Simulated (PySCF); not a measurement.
F₃Si, SMILES F[Si](F)F, multiplicity 2. Geometry optimised at r2SCAN-D4/def2-TZVP. The isomer is the one that the SMILES or the coordinates give; other isomers of the formula were not compared.

Method: PySCF with r2SCAN-D4/def2-TZVP.

Harmonic wavenumbers (cm⁻¹): 284, 284, 401, 830, 959, 959. Rotational constants (GHz): 7.398, 7.398, 4.062; symmetry number 3.

Problem. Work out the zero-point energy and the ideal-gas rigid-rotor harmonic-oscillator thermochemistry at 298.15 K and 1 atm.

Solution. ZPE = ½ Σ hcν = ½ × 3717 cm⁻¹ = 5.31 kcal/mol. H − E(el) = 8.53 kcal/mol. Entropy in cal/(mol K): translation 39.24, rotation 22.60, vibration 4.38, spin 1.38, total 67.59. G − E(el) = -11.63 kcal/mol. Cp = 14.27 cal/(mol K).
